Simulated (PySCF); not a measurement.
Geometry:
```csv
atom,x (Å),y (Å),z (Å)
C1,-0.930,-1.106,-1.256
Si2,0.095,-0.068,-0.039
C3,1.280,1.137,-0.909
C4,0.976,-1.137,1.267
C5,-1.170,1.035,0.952
F6,-2.067,0.251,1.624
Cl7,-2.090,2.083,-0.162
H8,-1.683,-1.687,-0.732
H9,-1.444,-0.475,-1.976
H10,-0.303,-1.797,-1.811
H11,1.852,1.725,-0.197
H12,1.987,0.601,-1.534
H13,0.737,1.830,-1.545
H14,0.265,-1.720,1.844
H15,1.668,-1.830,0.801
H16,1.545,-0.527,1.964
H17,-0.726,1.698,1.700
```

- shielding tensors at PBE0/pcSseg-1 (GIAO)
- GFN2-xTB geometry
- program: PySCF 2.14
- non-relativistic, no solvent, one computed conformer, one averaged value for each set of equivalent atoms

Chemical shifts δ = σref − σ; ¹³C (σref 186.93) and ¹H (σref 31.72) and ²⁹Si (σref 349.16) against TMS; ¹⁹F (σref 170.95) against CFCl3; ³⁵Cl (σref 949.78) against HCl, all at this level.

```csv
atoms,nucleus,count,Hirshfeld charge,δ (ppm)
H17,¹H,1,0.04,6.25
F6,¹⁹F,1,-0.11,?
C5,¹³C,1,0.00,110.0
Si2,²⁹Si,1,0.40,?
C1/C3/C4,¹³C,3,-0.22,-4.3
H8/H9/H10/H11/H12/H13/H14/H15/H16,¹H,9,0.04,0.19
Cl7,³⁵Cl,1,-0.07,188
```

Q: Complete the table.

A: 
- Si2: 5.4 ppm, silicon bonded to 4 C
- F6: -195.5 ppm, fluorine on an sp3 carbon

Carbons that carry Cl, above all several Cl atoms, come out too deshielded, partly because spin–orbit coupling is missing. Shifts are as computed. Against solution values, carbons near 30 ppm lie about +3 ppm off and those near 130 ppm about +5 ppm; carbons on Cl a further +6 ppm. Of 1211 compounds with measured shifts, 218 miss one by over three times the rms of a fit or turn the order of signals round; such compounds aren't used in these exercises. Unscaled 19F shifts against computed CFCl3 carry errors that often reach 10 to 50 ppm.
